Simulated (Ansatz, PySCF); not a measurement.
H$_{5}$B$_{3}$N$_{3}$, doublet, geometry from GFN2-xTB. Base run: MP2/6-31G** (PySCF).

The PySCF input:
```python
from pyscf import gto, scf, mp

mol = gto.M(
    atom='''
B    -0.910625    1.131495    0.290768
N    -1.376959   -0.125734    0.016191
B    -0.697194   -1.278310   -0.271863
N     0.738839   -1.115496   -0.281443
B     1.357802    0.123985   -0.015966
N     0.530975    1.231447    0.266511
H    -1.573257    2.068270    0.528503
H    -1.184589   -2.320098   -0.496074
H     1.295052   -1.931439   -0.487825
H     2.528002    0.230840   -0.029726
H     0.934891    2.135062    0.461604
''',
    basis='6-31g**',
    charge=0,
    spin=1,
    verbose=4,
)

mf = scf.UHF(mol)
mf.kernel()

pt = mp.MP2(mf)
pt.kernel()
print('E(MP2) = %.10f' % pt.e_tot)
```

The same geometry, method and basis name were run in Ansatz (a first-principles code) and PySCF, at each program's defaults and at the settings that a row names. The base is PySCF at its defaults. Differences at the defaults can come from grids, fitting, cores and function types together.

```json
[
 {"code and settings": "PySCF, defaults (exact integrals, spherical functions, all electrons correlated)", "ΔE vs base (mEh)": "0.000", "basis functions": "109", "E (Eh)": "-241.21251", "SCF cycles": "13", "SCF-reference dipole (D)": "0.76"},
 {"code and settings": "Ansatz, defaults (factorised integrals, Cartesian functions, frozen core)", "ΔE vs base (mEh)": "6.435", "basis functions": "115", "E (Eh)": "-241.20608", "SCF cycles": "-", "SCF-reference dipole (D)": "-"},
 {"code and settings": "PySCF, frozen core", "ΔE vs base (mEh)": "15.879", "basis functions": "109", "E (Eh)": "-241.19663", "SCF cycles": "13", "SCF-reference dipole (D)": "0.76"},
 {"code and settings": "Ansatz, high accuracy, frozen core, Cartesian functions as the basis file defines them", "ΔE vs base (mEh)": "6.429", "basis functions": "115", "E (Eh)": "-241.20608", "SCF cycles": "-", "SCF-reference dipole (D)": "-"}
]
```

Open shells are given as the SCF converged; they aren't shown to be the lowest states, and a large step between rows can be another state.
